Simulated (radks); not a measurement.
The numbers below are computed, except where a source is named.
Q: W XXV, 50 electrons, occupied as [Kr] 4d10 4f4. Code: a radial shooting solver on a logarithmic mesh with Libxc functionals. Model: non-relativistic Kohn-Sham, TPSS, spin-polarised, spherical densities, point nucleus; open shells are filled with parallel spins first (spin-orbit coupling, left out, can overturn this in heavy ions); meta-GGA in the generalised Kohn-Sham scheme; relativity is left out, which matters for an element this heavy. Some entries of the table are withheld. Estimate them.

orbital,occ.,eigenvalue (Ry),<r> (bohr),<r^2> (bohr^2)
1s down,1,-4742.777,0.02047,0.0005597
1s up,1,-4742.776,0.02047,0.0005597
2s up,1,-825.0077,0.08649,0.008768
2s down,1,-825.0006,0.08649,0.008767
2p up,3,-792.6775,0.07318,0.006487
2p down,3,-792.6730,0.07318,0.006487
3s up,1,-230.7529,0.2190,0.05462
3s down,1,-230.4312,0.2188,0.05452
3p up,3,-215.8711,0.2092,0.05054
3p down,3,-215.5734,0.2090,0.05044
3d up,5,-188.2309,0.1836,0.03935
3d down,5,-188.0057,0.1834,0.03925
4s up,1,(1),0.4654,0.2431
4s down,1,(2),0.4661,0.2438
4p up,3,(3),0.4672,0.2466
4p down,3,(4),0.4680,0.2474
4d up,5,-67.71065,0.4670,0.2494
4d down,5,-67.23944,0.4681,0.2506
4f up,4,-52.83244,0.4534,0.2368
4f down,0,-52.30010,0.4553,0.2391

A: 
(1) 4s up eigenvalue (Ry): -85.62334
(2) 4s down eigenvalue (Ry): -85.17915
(3) 4p up eigenvalue (Ry): -79.25092
(4) 4p down eigenvalue (Ry): -78.79957
